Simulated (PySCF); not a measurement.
## SeF⁺ at B2PLYP

Computed with B2PLYP; Se jorge-DZP-DKH, F jorge-DZP-DKH; spin-free X2C with a Gaussian nucleus (PySCF 2.14).

- state: ³Σ⁻ (triplet), unpaired electrons π ↑↑
- bond length: 1.698 Å
- harmonic wavenumber: 746 cm⁻¹
- force constant: 5.03 mdyn/Å
- rotational constant Be: 0.3810 cm⁻¹
- anharmonicity ωexe: 2.27 cm⁻¹
- vibration–rotation constant αe: 0.00243 cm⁻¹
- well depth De to Se⁺ + F: 2.54 eV
- dissociation energy D0: 2.50 eV
- bond order (Mayer): 0.93
- dipole moment (positive dipole points towards F; it is taken about the centre of mass and depends on that origin): -2.77 D

Correlated steps freeze 10 core orbitals. Spin–orbit coupling is left out. For an ion De counts to the pair picked by the measured ionisation energies or electron affinities, which need not be the lowest pair at this level. B2PLYP dipoles, levels and charges come from its SCF part alone. The state is the lowest determinant that a PBE0 search found; another state may lie lower at other levels.
